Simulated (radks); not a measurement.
Results of a calculation; reference values are marked as such.
Problem. All-electron atom: the zinc ion Zn3+ in [Ne] 3s1 3p6 3d9 4f1 (not the ground configuration). Level of theory: scalar-relativistic Kohn-Sham, r2SCAN, spin-polarised, spherical densities, finite nucleus; open shells are filled with parallel spins first; meta-GGA in the generalised Kohn-Sham scheme; Fermi nuclear charge, rms radius 3.9283 fm (a radial shooting solver on a logarithmic mesh with Libxc functionals). Some entries of the table are withheld. Estimate them.

orbital,occ.,eigenvalue (eV),<r^2> (bohr^2)
1s up,1,-9621.223,0.003406
1s down,1,-9620.477,0.003407
2s up,1,-1233.455,0.06020
2s down,1,-1231.965,0.06014
2p up,3,-1076.015,0.04817
2p down,3,-1074.653,0.04811
3s up,1,-195.4038,(1)
3s down,0,-191.0163,(2)
3p up,3,-147.3945,(3)
3p down,3,-143.2788,(4)
3d up,5,(5),0.7230
3d down,4,(6),0.7515
4f up,1,-11.5735,21.66

Solution. 
(1) 3s up <r^2> (bohr^2): 0.5154
(2) 3s down <r^2> (bohr^2): 0.5211
(3) 3p up <r^2> (bohr^2): 0.5633
(4) 3p down <r^2> (bohr^2): 0.5719
(5) 3d up eigenvalue (eV): -69.4739
(6) 3d down eigenvalue (eV): -65.9930
